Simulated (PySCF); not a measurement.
Er(46+): ionisation energy

Er(46+) [Ar] 3d4 [3d3/2^4, M_J = 0] → Er(47+) [Ar] 3d3 [3d3/2^3, M_J = 3/2], as a difference of total energies. Calculation: PySCF 2.14, in an uncontracted even-tempered set (16 s from 11 bohr⁻², ratio 2.8; 12 p from 15 bohr⁻², ratio 2.8; 8 d from 15 bohr⁻², ratio 2.8; 3 f from 48 bohr⁻², ratio 3); the two-component X2C-1e Hamiltonian. Correlated levels: [Ne] frozen; the 74 highest virtual spinors dropped. "Screened" scales the spin-orbit matrix elements by Boettger's factors to mimic the two-electron term; Breit and QED terms are absent.

```tsv
method	ionisation energy (eV)
GHF (spin-free)	3897.2
GMP2 (spin-free)	3897.2
GHF (screened spin-orbit)	3918.0
GMP2 (screened spin-orbit)	3918.8
```

Breit and QED terms and the two-electron picture change are absent.

The spin-free rows relax to the high-spin LS determinant and lack the spin-orbit shift.

The labels give the starting determinants; with spin-orbit coupling the two ends relaxed to ⟨J²⟩ = 0.00, ⟨L²⟩ = 2.44, ⟨S²⟩ = 2.44 and ⟨J²⟩ = 3.78, ⟨L²⟩ = 7.82, ⟨S²⟩ = 2.11.

For comparison: 3916 ± 4 eV (theoretical estimate listed by NIST; NIST Atomic Spectra Database, ionization energies).
